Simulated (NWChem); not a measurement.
# MgGeH₃Cl; SMILES [Cl][Mg][GeH3]

```xyz
6

Mg    -0.1159     0.5964    -0.6224
Cl    -0.3713     2.1937    -2.1283
Ge     0.1796    -1.2602     1.1289
H      1.0971    -2.4034     0.6356
H      0.8064    -0.7443     2.4450
H     -1.1595    -1.9251     1.5236
```
Atoms are numbered in this order, from 1.

All runs: NWChem. Structure relaxed at the PBE0/def2-SVP level. Ions are spin-unrestricted doublets at the neutral geometry; other ion states weren't tried.

For level PBE/def2-SVP:

| Property | Result |
|---|---|
| vertical ionisation energy, ΔSCF (eV) | 9.40 |
| −ε(HOMO) (eV) | 6.49 |

### Question
Estimate the same quantities for level PBE0/def2-SVP.

### Answer
| Property | Value |
|---|---|
| vertical ionisation energy, ΔSCF (eV) | 9.62 |
| −ε(HOMO) (eV) | 7.52 |
